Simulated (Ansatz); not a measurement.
Molecule: sum formula YOBr (charge 0, singlet). 
Coordinates optimised at B3LYP-D3(BJ)/def2-TZVP (Ansatz, an electronic-structure program):
```xyz
3

Y      0.9926    -0.3896     0.0860
O      1.9097    -0.1887    -1.4605
Br    -1.5426     0.4773     0.2380
```
Charge 0, spin multiplicity 1.

Computed values are from Ansatz. Valence correlation only, unless marked. Open shells are spin-unrestricted. Spin-orbit coupling is left out. Frozen are the shells of the preceding noble gas and the d and f shells that filled before the atom's block. In def2 rows, elements after Kr have scalar-relativistic effective core potentials. Basis-set limits of correlation are two-point, X^-3; Hartree-Fock from the larger set. The bracket is a focal-point correction in the basis named.

- vertical ionisation energy (to the doublet): 9.38 eV at RI-MP2/CBS(def2-TZVPPD,def2-QZVPPD)+[CCSD(T)-MP2]/def2-TZVPPD
- vertical triplet-singlet gap: 3.23 eV at RI-MP2/CBS(def2-TZVPPD,def2-QZVPPD)+[CCSD(T)-MP2]/def2-TZVPPD
- total energy: -2685.9285 Eh at CCSD(T)/CBS(def2-TZVPPD,def2-QZVPPD)
- dipole moment: 7.78 D at CCSD(T)/def2-SVPD
- T1 diagnostic: 0.020 at CCSD/def2-QZVPPD
